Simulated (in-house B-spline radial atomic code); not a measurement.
RPA and G0W0 for the silicon ion Si²⁺, [Ne] 3s2, as one setting changes: the highest l of the empty states. Start: r2SCAN. A dash marks a level of low quasi-particle weight. Computed with a B-spline radial code for spherical atoms: all electrons, non-relativistic, point nucleus, each spin shell either full or empty, empty states to the listed l with an (l + 1/2)⁻⁴ tail; G0W0 by contour deformation at full frequency.

```tsv
highest l of the empty states	RPA summed (Eh)	RPA extrapolated (Eh)	G0W0 level (eV)
3	-0.6482	-0.71146	3s -33.78
4	-0.68275	-0.71979	3s -33.77
5	-0.6964	-0.71543	3s -33.77
6	-0.70284	-0.71389	3s -33.77
7	-0.70625	-0.71323	3s -33.77
8	-0.70822	-0.71289	3s -33.77
9	?	?	?
10	?	?	?
11	-0.71072	-0.71247	3s -33.77
```

Problem. What belongs in the row for 9?

Solution. RPA summed (Eh): -0.70943; RPA extrapolated (Eh): -0.71269; G0W0 level (eV): 3s -33.77.

Problem. What belongs in the row for 10?

Solution. RPA summed (Eh): -0.7102; RPA extrapolated (Eh): -0.71255; G0W0 level (eV): 3s -33.77.
